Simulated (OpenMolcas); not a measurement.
B, Al, Ga, In, Tl: ns2 np down the group

```
Program             : OpenMolcas
Method              : CASSCF
Basis               : ANO-RCC-VTZP
Scalar Hamiltonian  : DKH2, point nucleus
Spin-orbit coupling : RASSI with atomic mean-field integrals over the reference wave functions, term energies averaged over their components
```

Active space for each ion: 3 electrons in 4 orbitals (s p).

Computed levels in cm-1 above 2P* 1/2:

| Level | B | Al | Ga | In | Tl |
| --- | --- | --- | --- | --- | --- |
| 2P* 3/2 | 14.9 | 105 | 820 | 2074 | 7251 |
| weight of 2P* in the lowest level (%) | 100 | 100 | 100 | 100 | 100 |

Measured, with the error of the calculation in %. Measured levels: B, Al, Ga, In, Tl from NIST Handbook of Basic Atomic Spectroscopic Data.

| Level | B | Al | Ga | In | Tl |
| --- | --- | --- | --- | --- | --- |
| 2P* 3/2 | 15.3 (-2.8) | 112 (-6.5) | 826 (-0.7) | 2213 (-6.2) | 7793 (-6.9) |

The fine-structure level 2P* 3/2 changes by a factor of 487 from B to Tl.

Terms from blocks run as CI alone lack orbitals of their own. Without dynamic correlation excited terms often stand tens of per cent too high (terms of higher spin than the ground term too low), and those without a measured partner can miss by more than the paired ones (holds for B; Al; Ga; In). Some high roots are left out of the spin-orbit mixing, which shifts the levels that they would mix with (holds for Ga; In; Tl). Computed and measured levels are paired by configuration, term and J; levels that our copy of the source lacks, or whose pairing is in doubt (as where it misses far off the trend of its configuration), stay unpaired and out of the deviations. Levels of configurations outside the active space are missing.

* marks odd parity.
